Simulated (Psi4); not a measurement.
C4H10O2Sb, charge +1, singlet, at a GFN2-xTB geometry (all electrons, no relativity); CAM-B3LYP/STO-3G (Psi4 1.11).

Psi4 was given this input:
```
memory 2 GB

molecule mol {
1 1
Sb   -0.209122    0.737031    0.261695
O    -0.551862   -1.135489    0.304901
C    -1.598000   -1.820024    0.975159
C    -2.542198   -0.920732    1.741652
H    -2.135283   -2.386386    0.206379
H    -1.112976   -2.539260    1.644330
H    -3.024994   -0.212935    1.062670
H    -3.312659   -1.516051    2.224994
H    -1.996704   -0.367879    2.510956
O     1.280426    0.507835   -0.842181
C     1.836769   -0.689854   -1.387277
C     2.904202   -0.296771   -2.389438
H     2.265658   -1.283221   -0.571248
H     1.046081   -1.285148   -1.857997
H     3.675859    0.297536   -1.908882
H     3.355771   -1.194533   -2.801860
H     2.471324    0.284819   -3.198099
}

set {
  basis sto-3g
  reference rks
  scf_type pk
  puream true
  d_convergence 1e-8
  dft_radial_points 99
  dft_spherical_points 590
}

energy('cam-b3lyp')
print_variables()
```

What the program printed (banner, timings and long lists left out):

```
   => Loading Basis Set <=

    Name: STO-3G
    Role: ORBITAL
    Keyword: BASIS

         ---------------------------------------------------------
                                   SCF
               by Justin Turney, Rob Parrish, Andy Simmonett
                          and Daniel G. A. Smith
                              RKS Reference
         ---------------------------------------------------------

  ==> Geometry <==

    Molecular point group: c1
    Full point group: C1

    Geometry (in Angstrom), charge = 1, multiplicity = 1:

       Center              X                  Y                   Z               Mass
    ------------   -----------------  -----------------  -----------------  -----------------
         SB          -0.184572123153     0.622991561448     0.225588148571   120.903812000000
         O           -0.527312123153    -1.249528438552     0.268794148571    15.994914619570
         C           -1.573450123153    -1.934063438552     0.939052148571    12.000000000000
         C           -2.517648123153    -1.034771438552     1.705545148571    12.000000000000
         H           -2.110733123153    -2.500425438552     0.170272148571     1.007825032230
         H           -1.088426123153    -2.653299438552     1.608223148571     1.007825032230
         H           -3.000444123153    -0.326974438552     1.026563148571     1.007825032230
         H           -3.288109123153    -1.630090438552     2.188887148571     1.007825032230
         H           -1.972154123153    -0.481918438552     2.474849148571     1.007825032230
         O            1.304975876847     0.393795561448    -0.878287851429    15.994914619570
         C            1.861318876847    -0.803893438552    -1.423383851429    12.000000000000
         C            2.928751876847    -0.410810438552    -2.425544851429    12.000000000000
         H            2.290207876847    -1.397260438552    -0.607354851429     1.007825032230
         H            1.070630876847    -1.399187438552    -1.894103851429     1.007825032230
         H            3.700408876847     0.183496561448    -1.944988851429     1.007825032230
         H            3.380320876847    -1.308572438552    -2.837966851429     1.007825032230
         H            2.495873876847     0.170779561448    -3.234205851429     1.007825032230

  Running in c1 symmetry.

  Rotational constants: A =      0.10100  B =      0.03017  C =      0.02367 [cm^-1]
  Rotational constants: A =   3027.98612  B =    904.45062  C =    709.60158 [MHz]
  Nuclear repulsion =  721.221042275536206

  Charge       = 1
  Multiplicity = 1
  Electrons    = 100
  Nalpha       = 50
  Nbeta        = 50

  ==> Algorithm <==

  SCF Algorithm Type is PK.
  DIIS enabled.
  MOM disabled.
  Fractional occupation disabled.
  Guess Type is SAD.
  Energy threshold   = 1.00e-06
  Density threshold  = 1.00e-08
  Integral threshold = 1.00e-12

  ==> Primary Basis <==

  Basis Set: STO-3G
    Blend: STO-3G
    Number of shells: 39
    Number of basis functions: 67
    Number of Cartesian functions: 69
    Spherical Harmonics?: true
    Max angular momentum: 2

  ==> DFT Potential <==

   => LibXC <=

    Version 7.1.2
    S. Lehtola, C. Steigemann, M. J. T. Oliveira, and M. A. L. Marques,  SoftwareX 7, 1–5 (2018) (10.1016/j.softx.2017.11.002)

   => Composite Functional: CAM-B3LYP <=

    CAM-B3LYP Hyb-GGA Exchange-Correlation Functional

    T. Yanai, D. P. Tew, and N. C. Handy,  Chem. Phys. Lett. 393, 51 (2004) (10.1016/j.cplett.2004.06.011)

    Deriv               =              1
    GGA                 =           TRUE
    Meta                =          FALSE

    Exchange Hybrid     =           TRUE
    MP2 Hybrid          =          FALSE

   => Exchange Functionals <=

    0.3500         Becke 88 [omega = 0.3300]
    0.4600   Short-range recipe for B88 functional - erf [omega = 0.3300]

   => Exact (HF) Exchange <=

    0.4600            HF,LR [omega = 0.3300]
    0.1900               HF

   => Correlation Functionals <=

    0.1900   Vosko, Wilk & Nusair (VWN5)
    0.8100   Lee, Yang & Parr

   => LibXC Density Thresholds  <==

    XC_HYB_GGA_XC_CAM_B3LYP:  1.00E-14

   => Molecular Quadrature <=

    Radial Scheme          =       TREUTLER
    Pruning Scheme         =           NONE
    Nuclear Scheme         =       TREUTLER

    Blocking Scheme        =         OCTREE
    BS radius alpha        =              1
    Pruning alpha          =              1
    Radial Points          =             99
    Spherical Points       =            590
    Total Points           =         918278
    Total Blocks           =           6268
    Max Points             =            256
    Max Functions          =             61
    Weights Tolerance      =       1.00E-15

  ==> Integral Setup <==

  Using in-core PK algorithm.
   Calculation information:
      Number of atoms:                  17
      Number of AO shells:              39
      Number of primitives:            117
      Number of atomic orbitals:        69
      Number of basis functions:        67

      Integral cutoff                 1.00e-12
      Number of threads:                 1

  Performing in-core PK
  Using 7787343 doubles for integral storage.
  We computed 222259 shell quartets total.
  Whereas there are 304590 unique shell quartets.

  Computing range-separated integrals for PK
  We computed 222259 wK shell quartets total.
  Whereas there are 304590 wK unique shell quartets.

  ==> DiskJK: Disk-Based J/K Matrices <==

    J tasked:                  Yes
    K tasked:                  Yes
    wK tasked:                 Yes
    Omega:               3.300E-01
    Schwarz Cutoff:          1E-12

  Minimum eigenvalue in the overlap matrix is 2.0820092156E-01.
  Reciprocal condition number of the overlap matrix is 8.5284859022E-02.
    Using symmetric orthogonalization.

  ==> Pre-Iterations <==

  SCF Guess: Superposition of Atomic Densities via on-the-fly atomic UHF (no occupation information).

   -------------------------
    Irrep   Nso     Nmo
   -------------------------
     A         67      67
   -------------------------
    Total      67      67
   -------------------------

  ==> Iterations <==

                        Total Energy        Delta E     RMS |[F,P]|

   @RKS iter SAD: -6552.85393153375662   -6.55285e+03   0.00000e+00
   @RKS iter   1: -6557.96205366171671   -5.10812e+00   8.45885e-03 DIIS/ADIIS
   @RKS iter   2: -6557.98403237027651   -2.19787e-02   7.63336e-03 DIIS/ADIIS
   @RKS iter   3: -6558.20675020653744   -2.22718e-01   1.32622e-03 DIIS/ADIIS
   @RKS iter   4: -6558.21107443904111   -4.32423e-03   5.36320e-04 DIIS/ADIIS
   @RKS iter   5: -6558.21147088838552   -3.96449e-04   3.75186e-04 DIIS/ADIIS
   @RKS iter   6: -6558.21189835719906   -4.27469e-04   3.59172e-05 DIIS
   @RKS iter   7: -6558.21190345262767   -5.09543e-06   1.37091e-05 DIIS
   @RKS iter   8: -6558.21190412451233   -6.71885e-07   4.58580e-06 DIIS
   @RKS iter   9: -6558.21190422574182   -1.01229e-07   5.61203e-07 DIIS
   @RKS iter  10: -6558.21190422952441   -3.78259e-09   1.74080e-07 DIIS
   @RKS iter  11: -6558.21190422973814   -2.13731e-10   4.00057e-08 DIIS
   @RKS iter  12: -6558.21190422974450   -6.36646e-12   1.50275e-08 DIIS
   @RKS iter  13: -6558.21190422974723   -2.72848e-12   2.56856e-09 DIIS
  Energy and wave function converged.

  ==> Post-Iterations <==

   Electrons on quadrature grid:
      Ntotal   =   99.9999951720 ; deviation = -4.828e-06

    Orbital Energies [Eh]
    ---------------------

    Doubly Occupied:

[...]
    Virtual:

[...]
    Final Occupation by Irrep:
              A
    DOCC [    50 ]
    NA   [    50 ]
    NB   [    50 ]

  @RKS Final Energy: -6558.21190422974723

   => Energetics <=

    Nuclear Repulsion Energy =            721.2210422755362060
    One-Electron Energy =              -10462.1038980232351605
    Two-Electron Energy =                3344.4958450532385541
    DFT Exchange-Correlation Energy =    -161.8248935352867193
    Empirical Dispersion Energy =           0.0000000000000000
    VV10 Nonlocal Energy =                  0.0000000000000000
    Total Energy =                      -6558.2119042297472333

Computation Completed

Properties will be evaluated at   0.000000,   0.000000,   0.000000 [a0]

Properties computed using the SCF density matrix

 Multipole Moments:

 ------------------------------------------------------------------------------------
     Multipole            Electronic (a.u.)      Nuclear  (a.u.)        Total (a.u.)
 ------------------------------------------------------------------------------------

 L = 1.  Multiply by 2.5417464519 to convert [e a0] to [Debye]
 Dipole X            :         -5.0062394            4.6856564           -0.3205830
 Dipole Y            :         21.0839370          -21.7658245           -0.6818875
 Dipole Z            :          7.0621954           -6.8913928            0.1708027
 Magnitude           :                                                    0.7726044

 ------------------------------------------------------------------------------------

  Variable Map:
  ----------------------------------------------------------------------------
[...]
  Array Variable Map:
  ----------------------------------------------------------------------------
[...]
[...]
```
